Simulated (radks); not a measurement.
Q: Radial electron density D(r) = 4 pi r^2 rho(r) of an atom or ion with 9 electrons. All-electron calculation, scalar-relativistic Kohn-Sham, BLYP, spin-polarised, spherical densities, finite nucleus; Fermi nuclear charge, rms radius of each element as measured or else 0.836 A^(1/3) + 0.57 fm. Program: a radial shooting solver on a logarithmic mesh with Libxc functionals.

r (bohr)  D(r) (e/bohr)   spin D(r)
0.002254         0.8479  -0.0000755
0.002753          1.222   -0.000100
0.003336          1.725   -0.000124
0.004042          2.419   -0.000137
0.004897          3.365   -0.000115
0.005981          4.698  0.00000715
0.007247          6.393    0.000346
0.008781          8.574     0.00116
0.01073           11.43     0.00307
0.013             14.73     0.00698
0.01575           18.52      0.0149
0.01908           22.56      0.0304
0.0233            26.65      0.0617
0.02824           29.90       0.118
0.03421           31.85       0.217
0.04179           31.99       0.396
0.05063           30.20       0.678
0.06135           27.14        1.11
0.07434           24.07        1.71
0.0908            22.56        2.51
0.11              23.73        3.35
0.1333            26.93        4.08
0.1628            30.07        4.45
0.1973            30.07        4.23
0.239             25.65        3.42
0.2896            17.94        2.29
0.3538            9.605        1.18
0.4286            3.946       0.474
0.5194            1.156       0.136
0.6344           0.2094      0.0244
0.7686          0.02505     0.00289

What is the nuclear charge?

A: Z = 27. The innermost maximum, from 1s, lies near gamma/Z bohr with gamma = sqrt(1 - (Z/c)^2) = 0.980, here 0.0363 bohr (found: 0.0383), and its height grows with Z. The density is that of the cobalt ion Co18+ in [He] 2s2 2p5; the configuration itself is not fixed sharply by these data, and Z only to about a unit. D(r) has 2 maxima, at r = 0.0383, 0.179 bohr, and minima at 0.0923 bohr, inside which lie 2.19 electrons.
